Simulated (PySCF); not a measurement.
CsLi⁻ at ROHF-CCSD

Level: ROHF-CCSD. Cs def2-SVPD with ECP46, Li def2-SVPD; scalar-relativistic core potentials (PySCF 2.14).

| Quantity | Value |
| --- | --- |
| state | ²Σ⁺ (doublet), unpaired electrons σ ↑ |
| bond length | 4.270 Å |
| harmonic wavenumber | 110 cm⁻¹ |
| force constant | 0.0471 mdyn/Å |
| rotational constant Be | 0.1387 cm⁻¹ |
| anharmonicity ωexe | 0.975 cm⁻¹ |
| vibration–rotation constant αe | 0.00179 cm⁻¹ |
| well depth De to Cs + Li⁻ | 0.51 eV |
| dissociation energy D0 | 0.50 eV |

Correlated steps freeze no core orbitals. Correlated levels converge slowly with the basis: in double zeta they bind strong bonds too weakly, by up to about 1 eV, and carry superposition errors of some tenths. Spin–orbit coupling is left out. For an ion De counts to the pair picked by the measured ionisation energies or electron affinities, which need not be the lowest pair at this level. The CCSD T1 diagnostic is raised, a sign that a single reference may not be enough here. The state is the lowest determinant that a PBE0 search found; another state may lie lower at other levels.
